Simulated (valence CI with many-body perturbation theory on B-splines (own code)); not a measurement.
# La25+: electric-dipole lines

Calculated by valence CI with perturbative core correlation (CI+MBPT): four valence electrons over a frozen Dirac-Fock core [Ar] 3d10, a basis of 11 s, 11 p, 10 d, 8 f, 5 g, 2 h functions for each j, with the one-electron correlation potential Σ1, the two-electron term Σ2, the three-electron term Σ3, Breit, model QED; selected CI, second order for the rest, scaled by the run's own slope (own B-spline code, finite nucleus).

No measured levels were compared; by estimate levels hold to about 250 cm⁻¹ or 0.2 % of their energy and the worst to 1 %, as in measured heavy ions of charge 2 to 7; those with d or f electrons hold less well. Among the levels kept, up to 500 cm⁻¹ of a level comes from second order outside the variational space, and about a tenth of that is noise between levels of different J, which matters for small intervals.

Lines 151 to 200 of 557 in falling wavelength, among levels below 2495200 cm⁻¹, chosen from the strongest by gf and those to the six lowest levels. Wavelengths and rates use the calculated energies, so an error of 2000 cm⁻¹ moves a line at 135.0 Å by 0.27 % and its rate by three times that or more. Electric multipoles are in the length gauge, E1 and E2 with the static RPA response of the core. Weak lines are less certain than strong ones. Lines between different terms over intervals too small for the method are left out, as are lines whose strength nearly cancels. Where a level lies close to another of its J and parity, the split of strength between their lines is uncertain. The highest levels of a list are the least certain.

Levels are named by their leading jj configuration (3d3/2^4 stands for four electrons in 3d with j = 3/2), which in mixed levels can hold well under half, so a name can repeat and another be missing. Letters in brackets count levels of one name in rising energy.

| λ vac (Å) | Upper | Lower | A (s⁻¹) | S (a.u.) with core polarisation | S without |
| --- | --- | --- | --- | --- | --- |
| 135.0 | (4s 4p1/2 4d3/2 4d5/2) J=3 [e] | (4s 4p1/2 4p3/2 4d3/2) J=2 [c] | 1.34e+10 | 1.14e-01 | 1.23e-01 |
| 134.8 | (4s 4p1/2^2 4f7/2) J=4 | (4s 4p1/2 4p3/2 4d5/2) J=5 | 8.06e+09 | 8.77e-02 | 9.44e-02 |
| 134.6 | (4p1/2 4p3/2^2 4d5/2) J=2 [b] | (4s 4p1/2 4p3/2 4d5/2) J=3 [b] | 1.74e+10 | 1.04e-01 | 1.13e-01 |
| 133.8 | (4s 4p3/2^2 4d3/2) J=2 [a] | (4s^2 4p1/2 4d5/2) J=2 | 1.52e+10 | 8.98e-02 | 9.69e-02 |
| 133.2 | (4s 4p1/2 4p3/2^2) J=1 [b] | (4s^2 4p1/2 4p3/2) J=1 | 3.64e+10 | 1.27e-01 | 1.37e-01 |
| 132.9 | (4s^2 4d3/2 4d5/2) J=3 | (4s^2 4p3/2 4d5/2) J=3 | 1.21e+10 | 9.85e-02 | 1.06e-01 |
| 132.7 | (4s^2 4p1/2 4f7/2) J=4 | (4s^2 4p3/2 4d5/2) J=4 | 4.86e+10 | 5.04e-01 | 5.44e-01 |
| 132.6 | (4p1/2^2 4p3/2 4d5/2) J=2 | (4s 4p1/2^2 4d3/2) J=2 | 2.94e+10 | 1.69e-01 | 1.82e-01 |
| 132.5 | (4s 4p3/2^2 4d5/2) J=1 [b] | (4s^2 4p3/2 4d5/2) J=2 | 7.17e+10 | 2.47e-01 | 2.66e-01 |
| 132.4 | (4s^2 4d5/2^2) J=4 [a] | (4s^2 4p3/2 4d5/2) J=3 | 2.71e+10 | 2.79e-01 | 3.03e-01 |
| 132.4 | (4s 4p3/2^2 4d5/2) J=2 [b] | (4s^2 4p3/2 4d3/2) J=2 | 2.14e+10 | 1.23e-01 | 1.32e-01 |
| 132.3 | (4s 4p1/2 4p3/2 4f7/2) J=5 [a] | (4s 4p1/2 4p3/2 4d5/2) J=4 [c] | 7.90e+09 | 9.93e-02 | 1.07e-01 |
| 131.6 | (4s^2 4p1/2 4f7/2) J=3 | (4s^2 4p3/2 4d5/2) J=4 | 3.06e+10 | 2.40e-01 | 2.59e-01 |
| 131.6 | (4s 4p1/2 4p3/2 4d3/2) J=2 [c] | (4s^2 4p1/2 4d3/2) J=2 | 3.32e+10 | 1.87e-01 | 2.01e-01 |
| 131.5 | (4s 4p3/2^2 4d5/2) J=3 [d] | (4s^2 4p3/2 4d3/2) J=3 | 1.12e+10 | 8.76e-02 | 9.46e-02 |
| 131.0 | (4s 4p1/2 4p3/2 4d3/2) J=1 [a] | (4s 4p1/2 4p3/2^2) J=2 [a] | 3.10e+10 | 1.03e-01 | 1.11e-01 |
| 130.8 | (4s 4p1/2 4p3/2 4d3/2) J=1 [c] | (4s 4p1/2 4p3/2^2) J=2 [b] | 5.21e+10 | 1.73e-01 | 1.86e-01 |
| 130.7 | (4s 4p1/2 4p3/2 4d3/2) J=1 [d] | (4s 4p1/2 4p3/2^2) J=1 [b] | 2.52e+10 | 8.34e-02 | 8.96e-02 |
| 130.5 | (4s^2 4p1/2 4d3/2) J=2 | (4s^2 4p1/2 4p3/2) J=2 | 4.41e+10 | 2.42e-01 | 2.60e-01 |
| 130.4 | (4s 4p1/2 4p3/2 4f5/2) J=4 [a] | (4s 4p1/2 4p3/2 4d5/2) J=3 [d] | 1.66e+10 | 1.63e-01 | 1.76e-01 |
| 130.0 | (4s 4p1/2^2 4d3/2) J=1 | (4s 4p1/2^2 4p3/2) J=2 | 1.97e+09 | 6.41e-03 | 6.87e-03 |
| 129.5 | (4s 4p1/2 4p3/2 4f7/2) J=5 [a] | (4s 4p1/2 4p3/2 4d5/2) J=4 [b] | 1.90e+10 | 2.24e-01 | 2.42e-01 |
| 128.6 | (4s 4p1/2 4p3/2 4f5/2) J=3 [b] | (4s 4p1/2 4p3/2 4d3/2) J=2 [c] | 1.59e+10 | 1.17e-01 | 1.26e-01 |
| 128.4 | (4s 4p1/2 4p3/2 4d5/2) J=2 [c] | (4s^2 4p1/2 4d3/2) J=2 | 2.24e+10 | 1.17e-01 | 1.26e-01 |
| 128.4 | (4s 4p3/2^2 4d5/2) J=3 [d] | (4s^2 4p3/2 4d3/2) J=2 | 1.05e+10 | 7.70e-02 | 8.35e-02 |
| 128.2 | (4s 4p3/2^2 4d3/2) J=0 [b] | (4s^2 4p3/2 4d3/2) J=1 | 1.23e+11 | 1.27e-01 | 1.37e-01 |
| 127.6 | (4s 4p1/2 4d3/2 4d5/2) J=4 [b] | (4s 4p1/2 4p3/2 4d3/2) J=3 [b] | 2.06e+10 | 1.90e-01 | 2.04e-01 |
| 127.1 | (4s^2 4p3/2 4d3/2) J=1 | (4s^2 4p3/2^2) J=0 | 2.48e+09 | 7.56e-03 | 8.16e-03 |
| 127.1 | (4p1/2^2 4p3/2 4d3/2) J=1 | (4p1/2^2 4p3/2^2) J=2 | 2.51e+10 | 7.63e-02 | 8.19e-02 |
| 127.0 | (4s 4p1/2^2 4f7/2) J=4 | (4s 4p1/2 4p3/2 4d5/2) J=4 [a] | 9.61e+09 | 8.75e-02 | 9.45e-02 |
| 126.8 | (4s 4p1/2 4d3/2 4d5/2) J=4 [b] | (4s 4p1/2 4p3/2 4d5/2) J=3 [b] | 1.15e+10 | 1.04e-01 | 1.13e-01 |
| 126.8 | (4s^2 4p1/2 4d3/2) J=2 | (4s^2 4p1/2 4p3/2) J=1 | 3.73e+09 | 1.87e-02 | 2.01e-02 |
| 126.8 | (4s 4p1/2^2 4d3/2) J=2 | (4s 4p1/2^2 4p3/2) J=2 | 2.49e+10 | 1.25e-01 | 1.34e-01 |
| 126.8 | (4s 4p1/2 4p3/2 4d5/2) J=2 [d] | (4s^2 4p1/2 4d3/2) J=2 | 2.56e+10 | 1.29e-01 | 1.38e-01 |
| 126.6 | (4s 4p1/2 4d3/2 4d5/2) J=3 [e] | (4s 4p1/2 4p3/2 4d5/2) J=4 [b] | 1.23e+10 | 8.61e-02 | 9.24e-02 |
| 125.8 | (4s 4p1/2 4p3/2 4f7/2) J=5 [b] | (4s 4p1/2 4p3/2 4d5/2) J=4 [b] | 1.10e+10 | 1.19e-01 | 1.27e-01 |
| 125.6 | (4s 4p1/2 4d3/2^2) J=1 [b] | (4s 4p1/2 4p3/2 4d3/2) J=2 [b] | 2.57e+10 | 7.54e-02 | 8.09e-02 |
| 125.2 | (4s^2 4d3/2 4d5/2) J=3 | (4s^2 4p3/2 4d5/2) J=2 | 1.18e+10 | 7.99e-02 | 8.63e-02 |
| 124.7 | (4s 4p1/2 4d5/2^2) J=4 | (4s 4p1/2 4p3/2 4d5/2) J=3 [b] | 1.35e+10 | 1.16e-01 | 1.25e-01 |
| 124.2 | (4s 4p1/2 4p3/2 4f5/2) J=3 [b] | (4s 4p1/2 4p3/2 4d5/2) J=3 [c] | 1.72e+10 | 1.14e-01 | 1.22e-01 |
| 124.1 | (4s 4p1/2 4d3/2 4d5/2) J=2 [b] | (4s 4p1/2 4p3/2 4d3/2) J=3 [b] | 2.38e+10 | 1.12e-01 | 1.21e-01 |
| 123.7 | (4s 4p1/2 4d5/2^2) J=3 | (4s 4p1/2 4p3/2 4d5/2) J=4 [b] | 1.58e+10 | 1.03e-01 | 1.11e-01 |
| 123.5 | (4s 4p1/2 4d3/2 4d5/2) J=3 [b] | (4s 4p1/2 4p3/2 4d3/2) J=4 | 1.57e+10 | 1.02e-01 | 1.10e-01 |
| 123.3 | (4s^2 4p3/2 4d3/2) J=2 | (4s^2 4p3/2^2) J=2 | 6.67e+09 | 3.09e-02 | 3.33e-02 |
| 123.0 | (4s 4p1/2 4d3/2 4d5/2) J=5 | (4s 4p1/2 4p3/2 4d5/2) J=5 | 4.16e+10 | 4.20e-01 | 4.49e-01 |
| 122.8 | (4s 4p1/2 4p3/2 4d3/2) J=2 [b] | (4s 4p1/2 4p3/2^2) J=3 | 2.31e+10 | 1.05e-01 | 1.13e-01 |
| 122.2 | (4s 4p1/2 4p3/2 4d5/2) J=3 [b] | (4s 4p1/2 4p3/2^2) J=3 | 4.21e+10 | 2.65e-01 | 2.84e-01 |
| 121.8 | (4s 4p1/2 4d3/2 4d5/2) J=4 [a] | (4s 4p1/2 4p3/2 4d5/2) J=4 [a] | 2.72e+10 | 2.19e-01 | 2.34e-01 |
| 121.8 | (4s 4p1/2 4d3/2 4d5/2) J=3 [d] | (4s 4p1/2 4p3/2 4d3/2) J=2 [b] | 1.28e+10 | 8.01e-02 | 8.60e-02 |
| 121.8 | (4s 4p1/2 4p3/2 4d5/2) J=3 [d] | (4s 4p1/2 4p3/2^2) J=2 [b] | 1.63e+10 | 1.02e-01 | 1.10e-01 |
